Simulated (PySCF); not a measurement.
Job file and geometry (Å, from GFN2-xTB) of an NMR shielding run on `[N+]([BH2-]C#CC)#CCC#CC`, C$_{8}$H$_{10}$BN, PySCF 2.14.0, density-fitted response routines, GIAO PBE0/pcSseg-1 NMR shielding, non-relativistic, gas phase; density fitting, a coarse starting grid and PySCF grid level 2 are the driver's defaults:

```
$ OMP_NUM_THREADS=1 python probes_run.py task.json out

{"job": {"kind": "nmr", "xc": "PBE0", "basis": "pcSseg-1"}, "charge": 0, "multiplicity": 1}
C     -4.820585    -0.999416    -1.273366
C     -3.739244    -0.403151    -0.506414
C     -2.861496     0.102623     0.140954
B     -1.738276     0.764175     0.996249
N     -0.478501     0.168449     0.503020
C      0.444795    -0.346729     0.053531
C      1.638117    -0.945673    -0.486098
C      2.806969    -0.196460    -0.041133
C      3.747326     0.441784     0.337467
C      4.894094     1.200271     0.778893
H     -4.905927    -0.519108    -2.249825
H     -5.765791    -0.879197    -0.741706
H     -4.637785    -2.065311    -1.422039
H     -1.803808     0.479066     2.154378
H     -1.634934     1.938891     0.804868
H      1.707379    -1.986857    -0.149712
H      1.580930    -0.932947    -1.580922
H      5.327633     1.741090    -0.061446
H      4.587916     1.915649     1.541087
H      5.646041     0.533528     1.199178
```

Question: Write the output of this run.

Answer: 
```
coarse grid: 17040 points
cycle   1  E = -389.6123538571  dE =  1.522e+00  |g| = 6.484e-01  |ddm| = 4.596e+00
cycle   2  E = -389.3551533338  dE =  2.572e-01  |g| = 1.233e+00  |ddm| = 1.702e+00
cycle   3  E = -389.7200828087  dE = -3.649e-01  |g| = 2.773e-01  |ddm| = 1.054e+00
cycle   4  E = -389.7366181648  dE = -1.654e-02  |g| = 7.147e-02  |ddm| = 2.679e-01
cycle   5  E = -389.7376705660  dE = -1.052e-03  |g| = 2.519e-02  |ddm| = 7.607e-02
cycle   6  E = -389.7377952364  dE = -1.247e-04  |g| = 1.136e-02  |ddm| = 2.436e-02
cycle   7  E = -389.7378256083  dE = -3.037e-05  |g| = 2.185e-03  |ddm| = 9.221e-03
cycle   8  E = -389.7378266795  dE = -1.071e-06  |g| = 7.607e-04  |ddm| = 2.385e-03
final grid: 165584 points
cycle   9  E = -389.7969179298  dE = -4.571e-05  |g| = 7.670e-03  |ddm| = 5.065e-02
cycle  10  E = -389.7969185849  dE = -6.551e-07  |g| = 7.726e-03  |ddm| = 1.579e-02
cycle  11  E = -389.7969327783  dE = -1.419e-05  |g| = 1.988e-03  |ddm| = 7.061e-03
cycle  12  E = -389.7969337006  dE = -9.224e-07  |g| = 3.453e-04  |ddm| = 1.555e-03
cycle  13  E = -389.7969337228  dE = -2.219e-08  |g| = 1.772e-04  |ddm| = 3.433e-04
cycle  14  E = -389.7969337283  dE = -5.506e-09  |g| = 8.422e-05  |ddm| = 1.475e-04
cycle  15  E = -389.7969337300  dE = -1.671e-09  |g| = 9.732e-06  |ddm| = 6.428e-05
cycle  16  E = -389.7969337300  dE = -1.910e-11  |g| = 4.744e-06  |ddm| = 1.406e-05
converged SCF energy = -389.7969337300

GIAO shielding tensors (ppm)
atom      isotropic    diamagn.    paramagn.     s11        s22        s33       span
  0 C      180.587     250.784     -70.197    172.984    173.581    195.196     22.213
  1 C       90.665     276.643    -185.978      5.475      8.030    258.490    253.015
  2 C       91.329     258.222    -166.893     -1.996      2.599    273.385    275.381
  3 B      140.128     194.563     -54.435    129.570    134.777    156.036     26.466
  4 N       32.734     335.064    -302.330   -117.557   -106.513    322.272    439.829
  5 C       71.438     274.403    -202.965    -18.170    -15.327    247.811    265.981
  6 C      176.039     253.143     -77.104    164.073    175.722    188.321     24.248
  7 C      117.808     263.572    -145.764     37.883     38.786    276.754    238.870
  8 C       95.377     266.800    -171.424      6.626     10.492    269.012    262.386
  9 C      182.514     253.429     -70.915    174.586    174.861    198.094     23.508
 10 H       29.796      29.270       0.526     24.660     28.290     36.439     11.779
 11 H       29.686      23.801       5.886     24.667     27.931     36.461     11.793
 12 H       29.869      30.964      -1.095     24.780     28.543     36.284     11.504
 13 H       29.291      31.303      -2.011     25.594     29.945     32.335      6.741
 14 H       29.271      31.870      -2.599     25.586     30.028     32.199      6.613
 15 H       28.061      28.631      -0.571     22.543     27.353     34.286     11.743
 16 H       28.020      29.811      -1.792     22.601     27.390     34.068     11.466
 17 H       29.643      26.795       2.848     24.490     27.771     36.668     12.179
 18 H       29.590      31.344      -1.755     24.373     28.150     36.245     11.873
 19 H       29.671      24.498       5.173     24.519     27.692     36.803     12.284
```

Size and cost of the density-fitted run: 220 basis functions, 100 s wall time on 1 thread of an Arm Neoverse N1, shared host; peak memory 0.95 GiB.
